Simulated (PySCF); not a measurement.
## C3H9GaO: core ionisation energies

Species: C3H9GaO.
Geometry (PBE0-D3(BJ)/def2-SVP, Å), atoms numbered from 1 in this order:
```
atom  x, y, z in Å
C1    -0.8031    0.0855    1.3026
C2    -0.4558   -0.6562    0.0201
C3    -0.9197    0.0923   -1.2212
O4     0.9175   -0.9544   -0.0439
Ga5    2.2963    0.1806   -0.1084
H6    -0.4521   -0.4819    2.1774
H7    -0.3262    1.0801    1.3197
H8    -1.8898    0.2325    1.4006
H9    -0.9761   -1.6327    0.0416
H10   -0.6541   -0.4724   -2.1273
H11   -2.0103    0.2423   -1.2155
H12   -0.4433    1.0855   -1.2779
H13    2.0362    1.7257   -0.0930
H14    3.6596   -0.5715   -0.1758
```

Computed, not measured: PySCF, delta-SCF UKS SCAN, pcX-2 on the ionised atom, pcseg-1 elsewhere, spin-free X2C. Each binding energy is the total energy of the core-ionised species, with the hole localised on one atom, minus that of the ground state; both are solved self-consistently, so orbital relaxation is included.

**Question.** List the computed XPS lines with their assignment.

**Answer.** 
```tsv
atom(s)	environment	level	binding energy (eV)	above the level's lowest (eV)	count
C1/C3	methyl carbon	C 1s	290.50	0.00	2
C2	sp3 carbon bound to oxygen	C 1s	291.86	+1.36	1
O4	oxygen bonded to C and Ga	O 1s	536.93	0.00	1
```

The listed C 1s values span 1.36 eV, from C1/C3 (bonded to C and 3 H) to C2 (bonded to O, 2 C and H).

**Question.** Which photon energy gives electrons from C 1s of C2 a kinetic energy of 100 eV, and what is their de Broglie wavelength?

**Answer.** hν = 291.86 + 100 = 391.86 eV, recoil neglected; λ = 12.264 Å/√(E/eV) = 1.23 Å.

**Question.** Express the binding energy of C 1s of C2 in atomic units and per mole.

**Answer.** 291.86 eV = 10.7257 Eh = 28160 kJ/mol.

The first atom of each set that the bonding makes equivalent was ionised and stands for the set. No level of gallium is listed. The structure is a single PBE0-D3(BJ)/def2-SVP conformer in the gas phase; no vibrational or solvent corrections.
